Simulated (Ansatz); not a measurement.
Computed with Ansatz on PBE0-D4/def2-TZVP structures; ΔE is electronic, products minus reactants. CCSD(T)/CBS adds triple-zeta CCSD(T) − MP2 to the extrapolated MP2 energy (def2 sets, frozen cores). This one scheme is used for every species. DFT in def2-TZVPP. HSE06 is defined as in plane-wave codes. def2 core potentials past Kr. For Sn outer-core shells are correlated without core-valence functions, which leaves a few kJ/mol of doubt a bond.

Consider the formal exchange of groups at a B–Sn bond: `[BH2][SnH2][C]#C` + BH₃ → `BB` + `C#[C][SnH3]`.

`[BH2][SnH2][C]#C`:

```xyz
9

B     0.984   -0.073   -1.815
Sn   -0.565   -0.651   -0.301
C    -0.347    0.450    1.461
C    -0.194    1.101    2.466
H     1.001   -0.610   -2.880
H     1.796    0.766   -1.574
H    -0.457   -2.297    0.143
H    -2.155   -0.361   -0.856
H    -0.063    1.674    3.355
```

BH₃:

```xyz
4

B     0.000    0.000    0.000
H     0.280    0.600   -0.993
H    -0.708   -0.959   -0.062
H     0.428    0.358    1.055
```

`BB`:

Z-matrix (Å, degrees):
```
B
B 1 1.628
H 1 1.201 2 122.2
H 1 1.201 2 122.0 3 -180.0
H 2 1.201 1 122.1 3 90.0
H 2 1.201 1 122.2 3 -90.1
```

`C#[C][SnH3]`:

```xyz
7

C     1.137    0.611    1.688
C     0.491    0.264    0.729
Sn   -0.622   -0.335   -0.924
H     1.707    0.918    2.534
H     0.409   -1.190   -1.972
H    -1.888   -1.329   -0.374
H    -1.233    1.061   -1.681
```

| level | ΔE (kJ/mol) | difference from CCSD(T)/CBS |
| --- | --- | --- |
| revPBE-D4 | -25.3 | -18.2 |
| PBE0-D4 | -22.1 | -15.0 |
| r2SCANh-D4 | -24.2 | -17.1 |
| HSE06-D4 | -22.1 | -15.0 |
| CAM-B3LYP-D4 | -21.4 | -14.3 |
| PBE-QIDH | -13.6 | -6.5 |
| BLYP | -25.7 | -18.6 |
| BHLYP | -17.8 | -10.7 |
| HF/def2-SVP | -10.0 | -2.9 |
| CCSD/CBS(def2) | -7.4 | -0.3 |
| CCSD(T)/CBS | -7.1 | 0 |

Largest T1 diagnostic among the species: 0.014.

From r2SCAN to r2SCAN0 (25 % exact exchange), in def2-TZVPP and without D4, ΔE moves by +5.0 kJ/mol. Leaving LDA and LC-ωPBE aside and taking each functional with its dispersion term where it has one, the values, not all of them listed here, spread over 27.4 kJ/mol, from B97M-V to PBE-QIDH. LDA lies −10.0 kJ/mol from PBE without D4.
